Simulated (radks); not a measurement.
Question: Radial electron density D(r) = 4 pi r^2 rho(r) of an atom or ion with 56 electrons. Method: non-relativistic Kohn-Sham, LDA (Slater exchange, Perdew-Wang correlation), spin-unpolarised, spherical densities, point nucleus; computed with a radial shooting solver on a logarithmic mesh with Libxc functionals.

```
   r/bohr * D(r) (the largest magnitude, 108, reaches the edge; | marks zero)
 0.002731 |     *
 0.003585 |        *
 0.004743 |             *
 0.006225 |                   *
 0.008171 |                          *
  0.01073 |                                 *
  0.01419 |                                      *
  0.01863 |                                        *
  0.02445 |                                     *
  0.03209 |                                    *
  0.04246 |                                       *
  0.05574 |                                                *
  0.07316 |                                                      *
  0.09603 |                                                 *
   0.1271 |                                          *
   0.1668 |                                             *
   0.2189 |                                              *
   0.2873 |                               *
   0.3802 |                   *
    0.499 |                      *
    0.655 |                   *
   0.8597 |         *
    1.138 |    *
    1.493 |  *
     1.96 |*
    2.572 *
    3.404 *
```

What is the nuclear charge?

Answer: Z = 63. The innermost maximum, from 1s, lies near 1/Z = 0.0159 bohr (found: 0.0178), and its height grows with Z. The density is that of the europium ion Eu7+ in [Kr] 4d10 4f5 5s2 5p3; the configuration itself is not fixed sharply by these data, and Z only to a few units. D(r) has 4 maxima, at r = 0.0178, 0.0743, 0.197, 0.536 bohr, and minima at 0.0321, 0.133, 0.389 bohr, inside which lie 1.97, 11.45, 29.39 electrons.
